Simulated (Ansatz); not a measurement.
A nudged elastic band was laid between two geometries of C₃H₈OSi (13 atoms, charge 0, multiplicity 1).

These are results of RKS PBE0-D4/def2-mTZVP (Ansatz 0.2.0), not measurements.

```
movable images  : 9
climbing image  : yes
spring          : 5.0 eV/Å²
optimiser       : quadratic models (default)
start path      : IDPP
force threshold : 0.05 eV/Å
iteration limit : 40
end points      : relaxed
```

First end point:

```xyz
13
Properties=species:S:1:pos:R:3
C -1.503 1.382 0.973
C -0.572 0.595 0.116
C 0.041 -0.537 0.465
Si 1.191 -1.457 -0.668
O 1.540 -0.565 -2.024
H -1.632 0.925 1.956
H -1.136 2.405 1.113
H -2.487 1.468 0.500
H -0.398 0.999 -0.882
H -0.145 -0.934 1.465
H 2.436 -1.808 0.079
H 0.577 -2.709 -1.178
H 2.107 0.201 -1.900
```

Last end point:

```xyz
13
Properties=species:S:1:pos:R:3
C -1.562 1.300 0.990
C -0.660 0.493 0.122
C 0.253 -0.383 0.545
Si 1.342 -1.347 -0.610
O 1.198 -0.798 -2.171
H -2.612 1.082 0.768
H -1.387 1.103 2.050
H -1.423 2.371 0.811
H -0.781 0.646 -0.951
H 0.362 -0.530 1.622
H 2.756 -1.258 -0.138
H 0.953 -2.779 -0.667
H 1.581 0.065 -2.356
```

**Question.** Which bonds break or form, and what moves?

**Answer.** No bond is made or broken. The dihedral H7–C1–C2–C3 goes from 121 to 1°. The two ends are copies of one structure, up to a mirror image or an exchange of like atoms.

**Question.** Give the energies along the band, and the barrier.

**Answer.** The forces met the threshold. The highest image is number 5 of 0 to 10, 0.079 eV above the ends, which have the same energy within 2 meV. A vibrational analysis at the climbing image gives one clearly imaginary mode, 198i cm⁻¹: a first-order saddle point.

| image | path coordinate (Å) | energy (eV) | dihedral H7–C1–C2–C3 (°) |
| --- | --- | --- | --- |
| 0 | 0.00 | 0.000 | 121 |
| 1 | 0.36 | 0.004 | 114 |
| 2 | 0.72 | 0.019 | 103 |
| 3 | 1.08 | 0.044 | 89 |
| 4 | 1.44 | 0.069 | 74 |
| 5 | 1.80 | 0.079 | 60 |
| 6 | 2.15 | 0.069 | 46 |
| 7 | 2.51 | 0.045 | 32 |
| 8 | 2.86 | 0.019 | 19 |
| 9 | 3.22 | 0.004 | 7 |
| 10 | 3.57 | 0.000 | 1 |

**Question.** What is the geometry of the highest image?

**Answer.** 
```xyz
13
Properties=species:S:1:pos:R:3
C -1.556 1.320 0.984
C -0.647 0.515 0.105
C 0.212 -0.413 0.530
Si 1.313 -1.368 -0.619
O 1.258 -0.748 -2.159
H -2.230 0.672 1.551
H -0.986 1.905 1.711
H -2.169 2.013 0.408
H -0.709 0.713 -0.965
H 0.268 -0.612 1.602
H 2.708 -1.355 -0.086
H 0.875 -2.781 -0.757
H 1.683 0.104 -2.292
```

**Question.** What are the harmonic wavenumbers there?

**Answer.** 198i, 94, 128, 170, 233, 324, 434, 593, 706, 728, 802, 851, 928, 947, 975, 996, 1018, 1071, 1082, 1261, 1362, 1420, 1507, 1510, 1700, 2195, 2240, 3053, 3108, 3108, 3126, 3144, 3909 cm⁻¹.

Run time: 3.7 min on 2 threads of Arm Neoverse V2, with other jobs on the host, peak memory 0.3 GiB.
